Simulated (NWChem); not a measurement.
Species: CH₃ClO₂Si; SMILES O=CO[SiH2]Cl

```xyz
8

O      1.0616    -1.8434     0.3928
C      0.2189    -1.8991    -0.4532
O     -0.7189    -0.9658    -0.6524
Si    -0.8304     0.4096     0.3470
Cl     0.7177     1.6972    -0.0424
H      0.1051    -2.7302    -1.1798
H     -0.8210     0.0119     1.7726
H     -2.1002     1.0376    -0.0785
```
Atoms are numbered in this order, from 1.

Program: NWChem. All runs use the structure optimised with PBE0/def2-SVP. Level: PBE0/def2-SVP with SMD (1 M gas to 1 M solution), gas-phase geometry. Reactions with the solvent are ignored.

| solvent | dielectric constant | solvation free energy (kcal/mol) | cavity-dispersion-structure term (kcal/mol) | dipole in solution (D) |
|---|---|---|---|---|
| water | 78.4 | [?] | [?] | [?] |
| ethyl acetate | 5.99 | -4.1 | -1.2 | 2.53 |
| acetonitrile | 35.7 | -3.8 | 0.0 | 2.65 |
| ethanol | 24.9 | -3.4 | 2.0 | 2.78 |
| N,N-dimethylformamide | 37.2 | -4.3 | -0.8 | 2.62 |

### Question
Some entries are withheld; supply them.

### Answer

- water, solvation free energy (kcal/mol): -1.4
- water, cavity-dispersion-structure term (kcal/mol): 4.6
- water, dipole in solution (D): 2.84
